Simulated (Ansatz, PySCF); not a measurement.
H4P, charge +1. Atoms are numbered in the order given.

```xyz
5

P      0.0000     0.0000     0.0000
H      0.8064    -0.8064    -0.8064
H     -0.8064    -0.8064     0.8064
H     -0.8064     0.8064    -0.8064
H      0.8064     0.8064     0.8064
```
Charge +1, spin multiplicity 1.

Geometry: TPSSh-D3(BJ)/def2-TZVPD. The isomer is the one that the SMILES or the coordinates give; other isomers of the formula were not compared.

Vertical ionisation energy (IE) and electron affinity (EA) in eV. Rows of orbital energies are one-electron estimates. Where ΔSCF, EOM or ADC give a negative EA the extra electron is unbound and the value depends on the basis.

```tsv
level	IE	EA
−ε(HOMO), −ε(LUMO), M06-2X/def2-TZVPD (PySCF)	20.51	5.17
−ε(HOMO), −ε(LUMO), HF/def2-TZVPD (PySCF)	22.78	3.11
−ε(HOMO), −ε(LUMO), PBE/def2-TZVPD (PySCF)	17.76	7.13
EOM-CCSD/aug-cc-pVDZ (PySCF)	22.30	3.96
ΔSCF, ωB97X-V/def2-TZVPD (Ansatz), final states of multiplicity 2 and 2	22.33	3.69
ΔSCF, PBE/def2-TZVPD (Ansatz), final states of multiplicity 2 and 2	___	___
```

Fill in the missing entries. (An estimate is asked for; the answer gives what the named calculation found.)


- ΔSCF, PBE/def2-TZVPD (Ansatz, a first-principles code), final states of multiplicity 2 and 2, IE: 21.93
- ΔSCF, PBE/def2-TZVPD (Ansatz), final states of multiplicity 2 and 2, EA: 4.13

What vertical singlet–triplet gap does ΔSCF give with ωB97X-V/def2-TZVPD (Ansatz) and with PBE/def2-TZVPD (Ansatz)? (The exact figures need the calculation; the answer reports its results.)

10.35 and 9.71 eV (triplet above singlet where positive).
